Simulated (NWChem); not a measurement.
System: CdH2SeO; SMILES [OH][Cd][SeH]

```xyz
5

Cd    -0.0030     0.7326    -0.0023
O     -0.0282     2.7020    -0.0678
H     -0.0200     3.0871     0.8161
Se    -0.0309    -1.7087    -0.0044
H      1.4409    -1.7699    -0.0124
```
Atoms are numbered in this order, from 1.

Program: NWChem. All runs use the structure optimised with PBE0/def2-SVP. def2 effective core potentials on Cd; no spin-orbit coupling.

For level TPSS/def2-SVP:

- highest occupied level (eV) = -5.83
- orbital gap (eV) = 3.85

Q: What are these values for level B3LYP/def2-SVP?

A: The highest occupied level (eV) comes out as -6.62 and the orbital gap (eV) is 5.03.
